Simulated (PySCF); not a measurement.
SMILES O[Si](OC)(O)O (CH6O4Si) at its CAM-B3LYP/def2-SVP optimised geometry (Å):

```
12

C      1.1542    -0.6026     1.1051
O      0.3268    -0.8691     0.0000
Si    -1.3128    -0.8691     0.0000
O     -2.0309     0.6110     0.0000
O     -1.7707    -1.6171    -1.3902
O     -1.7737    -1.6091     1.3939
H      1.2674     0.4834     1.2654
H      2.1519    -1.0255     0.9141
H      0.7527    -1.0509     2.0286
H     -2.1519     1.0255    -0.8606
H     -1.1831    -2.3090    -1.7114
H     -2.6523    -1.3973     1.7251
```

Method: CAM-B3LYP/def2-TZVP run with PySCF. Cells within 0.4 Å of a nucleus heavier than hydrogen are left out (blank, or x).

Map of the Laplacian of the electron density (e/bohr⁵), clipped to [-1.50, 1.50] on the plane z = 0.0 Å:

```
|55555555555555555555555555555|
|55555555555555555555555555555|
|55555555555555555555555555555|
|55555555555555555555555555555|
|55555555555555555555555555555|
|55555555555555555555555555555|
|55555555555555555555555555555|
|55555555555555555555555555555|
|55555555555555555555555555555|
|55555555555555555555555555555|
|55555566665555555555555555555|
|55555560x66555555555555555555|
|5555565xx06555555555555555555|
|5555556xx36555555555555555555|
|55555566455555565555555555555|
|55555555599955666655555555555|
|555555558xx965xxx655555555555|
|555555559xxx74xxx755555555555|
|55555555699955405655555555555|
|55555555556555666555555555555|
|55555555555555555555555555555|
|55555555555555555555555555555|
|55555555555555555555555555555|
|55555555555555555555555555555|
|55555555555555555555555555555|
|55555555555555555555555555555|
|55555555555555555555555555555|
|55555555555555555555555555555|
|55555555555555555555555555555|
```
Scale: ten equal steps from -1.50 (start of '0') to 1.50 (end of '9'), in the order '0123456789'; x runs from -4.50 to 4.50, y from -4.50 (bottom) to 4.50 (top).
